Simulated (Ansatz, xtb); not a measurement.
## Relative energy of two isomers of C3HBr2NS

We compare I, `Brc1ncsc1Br`, a singlet, with II, `Brc1cnc(Br)s1`, a singlet. Both are isolated molecules in the gas phase, relaxed with B3LYP/def2-SVP.

Energies in hartree; the thermal terms are from GFN2-xTB frequencies at re-optimised GFN2-xTB minima (ideal gas, soft modes damped towards free rotors, one conformer each, 298.15 K, 1 atm) and include the zero-point energy:

|  | I | II |
| --- | --- | --- |
| E, CCSD(T)/def2-SVP | −5711.266954 | −5711.266871 |
| E, MP2/def2-SVP | −5711.209060 | −5711.208195 |
| E, MP2/def2-TZVPP | −5712.425196 | −5712.423795 |
| zero-point energy | 0.033856 | 0.033848 |
| H(298 K) − E | 0.041748 | 0.041773 |
| G(298 K) − E | −0.000348 | −0.000351 |

Task: Correct the CCSD(T) difference for the basis set by the MP2 change, then work out ΔE, ΔE₀, ΔH and ΔG for I → II in kJ/mol (1 Eh = 2625.50 kJ/mol) and the equilibrium ratio [II]/[I].

Result: 1. Differences II − I: CCSD(T) +0.000083, MP2 in the small set +0.000865, MP2 in the large set +0.001401 Eh.
2. ΔE = +0.000083 + (+0.001401 − (+0.000865)) = +0.000619 Eh = +1.63 kJ/mol.
3. ΔE₀ = ΔE + ΔZPE = +0.000619 + (−0.000008) Eh = +1.60 kJ/mol.
4. ΔH = ΔE + (+0.000025) Eh = +1.69 kJ/mol.
5. ΔG = ΔE + (−0.000003) Eh = +1.62 kJ/mol, so ΔS = (ΔH − ΔG)/T = +0.2 J/(mol K).
6. kT = 0.9442 mEh, so K = [II]/[I] = exp(−ΔG/kT) = exp(−0.65) ≈ 0.52.

The two are too close for this level to say which is favoured. An error of 4 kJ/mol in ΔG would change K by a factor of 5. Mirror images and further conformers aren't counted.

As drawn, both hold the same kinds of bond in the same numbers.

Other levels gave ΔE = +2.3 (GFN2-xTB); −3.8 (HF/STO-3G, GFN2-xTB geometries); −1.6 (r2SCAN-D4/def2-SVP, GFN2-xTB geometries); −3.5 (B3LYP/def2-SVP); −2.3 (HF/def2-SVP); +2.3 (MP2/def2-SVP); +0.2 (CCSD(T)/def2-SVP) kJ/mol. The correlated steps freeze 27 core orbitals; the filled d shell of Br is correlated, in a basis made for valence electrons. Programs: Ansatz 0.2.0, xtb 6.7.1.
